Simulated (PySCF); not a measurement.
**Basis and Hamiltonian dependence of the excitation energy of Sr**

Sr [Kr] 5s2 (1S) → Sr [Kr] 5p2 (3P). Calculated with PySCF 2.14 from differences of total energies of unrestricted determinants, without spin-orbit coupling. Values in eV.

| basis | Hamiltonian | functions | UHF | LDA | PBE0 | MP2 (valence) | CCSD(T) (valence) | CCSD(T) (valence and next inner shell) |
| --- | --- | --- | --- | --- | --- | --- | --- | --- |
| def2-TZVPPD with the def2 core potential (28 electrons) | ECP | 40 | 3.899 | 4.525 | 4.216 | 4.263 | 4.160 | 4.506 |
| aug-cc-pVDZ-X2C | spin-free X2C | 45 | 3.894 | 4.471 | 4.211 | 4.236 | 4.152 | n/a |
| ANO-RCC-VTZP | spin-free X2C | 47 | 3.883 | 4.458 | 4.176 | 4.271 | 4.373 | 4.644 |
| def2-QZVPPD with the def2 core potential (28 electrons) | ECP | 63 | 3.879 | 4.493 | 4.189 | 4.267 | 4.139 | 4.504 |
| x2c-TZVPall | spin-free X2C | 63 | 3.892 | 4.474 | 4.199 | 4.251 | n/a | n/a |
| aug-cc-pVTZ-X2C | spin-free X2C | 68 | 3.879 | 4.465 | 4.173 | 4.258 | 4.135 | n/a |
| x2c-TZVPPall | spin-free X2C | 79 | 3.892 | 4.473 | 4.197 | 4.273 | 4.145 | 4.493 |
| aug-cc-pwCVTZ-X2C | spin-free X2C | 93 | 3.877 | 4.468 | 4.173 | 4.267 | 4.135 | 4.503 |
| x2c-TZVPPall with one added diffuse shell each of s, p, d, f type | spin-free X2C | 95 | 3.891 | 4.473 | 4.195 | 4.272 | 4.143 | 4.494 |
| aug-cc-pVQZ-X2C | spin-free X2C | 102 | 3.880 | 4.487 | 4.178 | 4.268 | 4.131 | n/a |
| aug-cc-pwCVTZ-X2C with one added diffuse shell each of s, p, d, f type | spin-free X2C | 109 | 3.877 | 4.467 | 4.173 | 4.267 | 4.135 | 4.503 |
| x2c-QZVPPall | spin-free X2C | 111 | 3.878 | 4.467 | 4.168 | 4.273 | 4.143 | n/a |
| dyall-av2z | non-relativistic | 125 | 3.684 | 4.231 | 3.959 | 4.058 | 3.935 | n/a |

Frozen in the all-electron rows: valence: [Kr]; valence and next inner shell: [Ar] 3d10; with a core potential, the same shells as far as they lie outside it.

Non-relativistic rows lack the scalar-relativistic shift.

Reference for a calculation without spin-orbit coupling: 4.405 eV (measured, between term centres; NIST).
